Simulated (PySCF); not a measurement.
## Adding and removing an electron: LiI

RHF-MP2; PySCF, scalar-relativistic core potentials, basis sets Li def2-SVPD, I def2-SVPD with ECP28. Neutral (RHF): singlet (closed shell), Re = 2.435 Å, ωe = 475 cm⁻¹, De = 3.67 eV.

LiI⁻ (UHF): doublet (σ ↑), Re = 2.613 Å, ωe = 335 cm⁻¹, De = 1.21 eV to Li + I⁻. The energies at the minima are -304.31619 hartree for LiI and -304.34231 for LiI⁻.

(1) Work out the adiabatic electron affinity, without and with harmonic zero-point energies (1 hartree = 27.2114 eV, 1 eV = 8065.5 cm⁻¹), and the change of the bond length.

Correlated steps freeze 4 core orbitals. Correlated levels converge slowly with the basis: in double zeta they bind strong bonds too weakly, by up to about 1 eV, and carry superposition errors of some tenths. Spin–orbit coupling is left out, which matters for elements this heavy, above all for dissociation energies. For an ion De counts to the pair picked by the measured ionisation energies or electron affinities, which need not be the lowest pair at this level. Where the molecule has an RHF reference, its open-shell atoms are computed with UHF. States were picked by a PBE0 search and need not be the measured ground states.

Neutral and ion stand on different kinds of reference determinant, which adds to the error of the difference.

## Answers

(1) At MP2: 0.02612 hartree = 0.711 eV between the minima; the zero-point term (475.0 − 335.0)/2 cm⁻¹ = +0.009 eV makes it 0.719 eV. Re changes by +17.8 pm against the neutral. The electron enters a σ orbital, and the longer bond of the ion fits an antibonding orbital, or a change in how ionic the bond is.
